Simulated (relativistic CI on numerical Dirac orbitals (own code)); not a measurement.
# C³⁺: calculation against measurement

Computed by Dirac-Coulomb-Breit CI, separate exchange-only KLI orbitals for each configuration, model QED, valence Slater integrals scaled by 0.85, P86 correlation energy added to each configuration (own radial code, finite nucleus).

CI space (outside the closed core 1s2): 2s, 2p, 3s, 3p, 3d, 4s, 4p, 4f, 4d, 5s, 5p, 5g, 5f, 5d, 6s, 6p, 6d. Levels of other configurations are missing.

| Configuration | Term (tabulated) | J | Measured (cm⁻¹) | Computed | Error | Purity (%) |
| --- | --- | --- | --- | --- | --- | --- |
| 2s | 2S | 1/2 | 0.0 | 0 | 0 | 100 |
| 2p | 2P° | 1/2 | 64484.0 | 66224 | 1740 | 100 |
| 2p | 2P° | 3/2 | 64591.7 | 66325 | 1733 | 100 |
| 3s | 2S | 1/2 | 302849.0 | 302923 | 74 | 100 |
| 3p | 2P° | 1/2 | 320050.1 | 320259 | 209 | 100 |
| 3p | 2P° | 3/2 | 320081.7 | 320286 | 205 | 100 |
| 3d | 2D | 3/2 | 324879.8 | 323362 | -1518 | 100 |
| 3d | 2D | 5/2 | 324890.3 | 323371 | -1520 | 100 |
| 4s | 2S | 1/2 | 401348.1 | 401429 | 81 | 100 |
| 4p | 2P° | 1/2 | 408311.1 | 408463 | 152 | 100 |
| 4p | 2P° | 3/2 | 408324.2 | 408474 | 150 | 100 |
| 4d | 2D | 3/2 | 410336.1 | 410029 | -307 | 100 |
| 4d | 2D | 5/2 | 410340.1 | 410033 | -307 | 100 |
| 5s | 2S | 1/2 | 445368.5 | 445704 | 335 | 100 |
| 5p | 2P° | 1/2 | 448855.8 | 449255 | 399 | 100 |
| 5p | 2P° | 3/2 | 448862.9 | 449261 | 398 | 100 |
| 5d | 2D | 3/2 | 449888.2 | 450143 | 254 | 100 |
| 5d | 2D | 5/2 | 449889.9 | 450144 | 255 | 100 |
| 5f | 2F° | 5/2 | 449939.8 | 452298 | 2358 | 100 |
| 5g | 2G | 7/2 | 449948.4 | 452298 | 2350 | 100 |
| 6s | 2S | 1/2 | 468784.0 | 469425 | 641 | 100 |
| 6p | 2P° | 1/2 | 470775.0 | 471468 | 693 | 100 |
| 6p | 2P° | 3/2 | 470778.9 | 471471 | 692 | 100 |
| 6d | 2D | 3/2 | 471370.3 | 472006 | 636 | 100 |
| 6d | 2D | 5/2 | 471371.5 | 472007 | 635 | 100 |

Measured levels from Moore, Selected Tables of Atomic Spectra, NSRDS-NBS 3, section 3; pairs were made by configuration, J and term (by order where the table uses no LS term), so strongly mixed levels may be paired wrongly.

Mean error by configuration (cm⁻¹): 2p 1737; 3s 74; 3p 207; 3d -1519; 4s 81; 4p 151; 4d -307; 5s 335; 5p 398; 5d 254; 5f 2358; 5g 2350; 6s 641; 6p 692; 6d 636. Over the excited levels the mean absolute error is 735 cm⁻¹ (24 of the 24 excited levels that our extract of the source holds in range could be paired), and the median relative error of those above 1,000 cm⁻¹ is 0.089 %.
